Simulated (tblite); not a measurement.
Species: C6H7OS (doublet state).
Cartesian coordinates in Å at the GFN2-xTB level; atoms count from 1:
```
atom  x, y, z in Å
C1     3.264   -0.187    0.411
C2     2.206   -0.545   -0.034
C3     0.983   -1.007   -0.611
O4     0.546   -2.135   -0.507
C5     0.215    0.114   -1.339
C6    -0.445    0.518   -0.095
C7    -1.679   -0.117    0.331
S8    -3.135    0.697   -0.543
H9     4.180    0.136    0.811
H10    0.877    0.860   -1.769
H11   -0.464   -0.314   -2.074
H12    0.011    1.275    0.523
H13   -1.747   -1.154   -0.002
H14   -1.880   -0.039    1.396
H15   -2.937    1.908   -0.026
```

Structure optimised with GFN2-xTB, isolated species. This method treats the open shell by occupation alone, without spin polarisation.

Masses are those of the commonest isotopes; rigid-rotor values at the optimised geometry. The values belong to one conformer with, in the numbering `[CH:1]#[C:2][C:3](=[O:4])[CH2:5][CH:6][CH2:7][SH:8]`, C2–C3–C5–C6 -87°, C3–C5–C6–C7 -87°, C5–C6–C7–S8 -83°, C6–C7–S8–H -62°.

What are A, B and C (MHz)?

Ia = 113.44, Ib = 647.11, Ic = 691.13 u·Å²; 505379 MHz·u·Å²/I gives A = 4455, B = 781.0, C = 731.2 MHz.

Classify the top.

A near-prolate asymmetric top. Ray's parameter κ = (2B − A − C)/(A − C) = -0.973; −1 is the prolate and +1 the oblate limit.

What does the inertial defect say?

Not planar: Δ = Ic − Ia − Ib = -69.42 u·Å². For a rigid frame Δ = −2 Σ m c², so Σ m c² = 34.71 u·Å² lies off the ab plane: 10.22 from hydrogen and 24.49 from heavier atoms. The atom farthest from that plane is 1.83 Å away.

List the rotational levels J(Ka,Kc) to J = 4 (K).

Above 0(0,0), as E/k:
J = 1: 1(0,1) 0.073, 1(1,1) 0.249, 1(1,0) 0.251
J = 2: 2(0,2) 0.218, 2(1,2) 0.392, 2(1,1) 0.399, 2(2,1) 0.928, 2(2,0) 0.928
J = 3: 3(0,3) 0.435, 3(1,3) 0.606, 3(1,2) 0.620, 3(2,2) 1.146, 3(2,1) 1.146, 3(3,1) 2.033, 3(3,0) 2.033
J = 4: 4(0,4) 0.725, 4(1,4) 0.891, 4(1,3) 0.915, 4(2,3) 1.436, 4(2,2) 1.436, 4(3,2) 2.324, 4(3,1) 2.324, 4(4,1) 3.566, 4(4,0) 3.566
The levels of one J sum to (2J + 1)J(J + 1)(A + B + C)/3.

For this open shell read J as N, the rotation without spin; fine and hyperfine splittings come on top. Its GFN2-xTB frequencies are all real (lowest 39 cm⁻¹). Zero-point vibration and centrifugal distortion are left out.

All values are computed, not measured.
